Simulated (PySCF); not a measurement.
# Dipole response of Ni (nickel, neutral)

[Ar] 3d8 4s2, high-spin 3F determinant. Calculation: PySCF 2.14, in aug-cc-pVTZ with one added diffuse shell each of s, p, d, f, g type (9s8p6d4f3g, 118 functions); the non-relativistic Hamiltonian (point nucleus). Coupled (time-dependent) response in atomic units; α is the mean over directions.

```
method  mean α (bohr³)  C₆ (like pair)  S(−4)
  PBE0           52.47           433.3   1442
```

S(−4) is the Cauchy moment in α(ω) = α(0) + S(−4) ω² + …

Reference α: 49 ± 3 bohr³ (recommended; Schwerdtfeger and Nagle, table of static dipole polarizabilities (2023 update)). Published C₆: 373.0 (Chu and Dalgarno (2004); Tang, Norbeck and Certain (1976)).

α(iu) at PBE0:

```json
{"u (hartree)": "0", "α(iu) (bohr³)": "52.47"}
{"u (hartree)": "0.0500", "α(iu) (bohr³)": "49.13"}
{"u (hartree)": "0.100", "α(iu) (bohr³)": "41.47"}
{"u (hartree)": "0.200", "α(iu) (bohr³)": "26.43"}
{"u (hartree)": "0.300", "α(iu) (bohr³)": "17.29"}
{"u (hartree)": "0.500", "α(iu) (bohr³)": "9.096"}
{"u (hartree)": "0.750", "α(iu) (bohr³)": "5.319"}
{"u (hartree)": "1.00", "α(iu) (bohr³)": "3.646"}
{"u (hartree)": "1.50", "α(iu) (bohr³)": "2.159"}
{"u (hartree)": "2.00", "α(iu) (bohr³)": "1.489"}
{"u (hartree)": "3.00", "α(iu) (bohr³)": "0.8681"}
{"u (hartree)": "5.00", "α(iu) (bohr³)": "0.4200"}
```
